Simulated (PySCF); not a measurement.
LaB at UHF-MP2

Computed with UHF-MP2; La x2c-SVPall, B x2c-SVPall; spin-free X2C with a Gaussian nucleus (PySCF 2.14).

```
state                          : quintet, about 0.0 electrons in the 4f shell (Mulliken)
bond length                    : 231.9 pm
harmonic wavenumber            : 597 cm⁻¹
force constant                 : 2.14 mdyn/Å
rotational constant Be         : 0.3073 cm⁻¹
anharmonicity ωexe             : 1.63 cm⁻¹
vibration–rotation constant αe : 0.00116 cm⁻¹
```

Correlated steps freeze 19 core orbitals. These are scalar-relativistic numbers at best; spin–orbit coupling would shift them, the dissociation energy most. With d or f electrons several states lie close, and the lowest PBE0 determinant need not be the measured ground state.
